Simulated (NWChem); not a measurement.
Two isomers of C3H7NSi, each optimised at PBE0/def2-SVP with NWChem. Flexible species stand in one conformer each, which need not be the lowest. One or both are not confirmed as a minimum by frequencies.

A: C=C=CN[SiH3]
B: NCC#C[SiH3]

Problem. Which is lower in energy, by how much, and how do their other properties compare?

Solution. A is lower by 8.8 kcal/mol in electronic energy.
```tsv
	A	B
highest occupied level (eV)	-5.87	-7.15
orbital gap (eV)	5.87	7.22
dipole (D)	1.31	0.41
```
